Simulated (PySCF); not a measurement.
# NMR parameters from quadrupole coupling constants

Species: C7H4ClFO3.
Z-matrix (Å and degrees, PBE0-D3(BJ)/def2-SVP geometry), rows numbered from 1:
```
C 
C   1  1.3282
O   2  1.3717  1  119.73
C   3  1.3196  2  123.31  1  -179.86
O   4  1.3497  3  114.68  2    -2.93
C   5  1.3379  4  119.20  3  -179.66
F   6  1.3044  5  109.69  4  -180.00
C   6  1.3380  5  124.51  4     0.03
C   8  1.4689  6  120.21  5    -0.16
O   9  1.2122  8  123.64  6  -179.71
C   4  1.3586  3  123.29  2   177.39
Cl 11  1.7086  4  120.36  3    -0.37
H   1  1.0898  2  119.40  3  -179.98
H   1  1.0916  2  121.27  3     0.02
H   2  1.0909  1  124.54  3   179.91
H   8  1.0892  6  120.38  5   179.98
```

Computed at PBE0/pcSseg-1 (PySCF, non-relativistic):

```tsv
atom	environment	nucleus	spin I	Q (b)	CQ = χzz (MHz)	η
O3	oxygen bonded to 2 C	17O	5/2	-0.0256	-11.274	0.304
O5	ring oxygen	17O	5/2	-0.0256	-10.316	0.364
O10	carbonyl oxygen	17O	5/2	-0.0256	10.977	0.180
Cl12	chlorine bonded to C	35Cl	3/2	-0.0817	-82.030	0.102
```

Question: Give the quadrupolar product PQ = |CQ|√(1 + η²/3), the quadrupolar frequency νQ = 3|CQ|/[2I(2I − 1)] and the Larmor frequency ν0 = |g| × 7.62259 MHz/T × B at 14.1 T, with g(17O) = −0.75752, g(35Cl) = 0.54792.

Answer: 
```tsv
atom	PQ (MHz)	νQ (MHz)	ν0 (MHz)	νQ/ν0
O3	11.45	1.691	81.42	0.021
O5	10.54	1.547	81.42	0.019
O10	11.04	1.647	81.42	0.020
Cl12	82.17	41.01	58.89	0.696
```

For O3: PQ = 11.27 × 1.0153, νQ = 11.27 × 0.1500, ν0 = 5.7742 MHz/T × 14.1 T.

For Cl12 νQ isn't small against ν0, so the high-field expansions of solid-state NMR fail there at this field.

Question: For half-integer spins with νQ below a tenth of ν0, find the second-order shift of the centre of gravity of the central transition at 14.1, 18.8 and 23.5 T.

Answer: δ = −(3/40)(PQ/ν0)² [I(I + 1) − 3/4]/[I²(2I − 1)²], in ppm:

```csv
site,14.1 T,18.8 T,23.5 T
17O at O3,-119,-66.7,-42.7
17O at O5,-101,-56.6,-36.2
17O at O10,-110,-62,-39.7
```

Question: In the extreme-narrowing limit, with isotropic tumbling and one correlation time, the quadrupolar linewidth goes as PQ². What relative widths follow for the 17O sites?

Answer: O3 1, O10 0.93, O5 0.85, with O3 as 1.

Geometry: PBE0-D3(BJ)/def2-SVP, one conformer, isolated molecule. These gradients aren't converged with respect to the basis.
